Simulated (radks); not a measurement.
Question: Species: Ga. Configuration: [Ar] 3d10 4s2 4p1. Method: scalar-relativistic Kohn-Sham, PBEsol, spin-polarised, spherical densities, point nucleus; open shells are filled with parallel spins first; computed with a radial shooting solver on a logarithmic mesh with Libxc functionals. Some entries of the table are withheld. Estimate them.

orbital  occ.  eigenvalue (eV)  <r^2> (bohr^2)  r(max) (bohr)
1s up       1        -10221.06        0.003182        0.03180
1s down     1        -10221.04        0.003182        0.03180
2s down     1        -1261.134         0.05605         0.1825
2s up       1        -1261.133         0.05605         0.1825
2p up       3        -1098.157         0.04463         0.1465
2p down     3        -1098.148         0.04463         0.1465
3s up       1        -147.7063          0.4916         0.5647
3s down     1        -147.6960          0.4915         0.5648
3p up       3         -98.6135          0.5452         0.5669
3p down     3         -98.5981          0.5448         0.5669
3d up       5         -19.1161          0.8695            (1)
3d down     5         -19.0559          0.8580            (2)
4s up       1          -9.2335           6.416          1.904
4s down     1          -8.5238           6.314          1.882
4p up       1          -2.8717           13.47          2.547
4p down     0          -2.0769           13.99          2.515

Answer: 
(1) 3d up r(max) (bohr): 0.5327
(2) 3d down r(max) (bohr): 0.5326
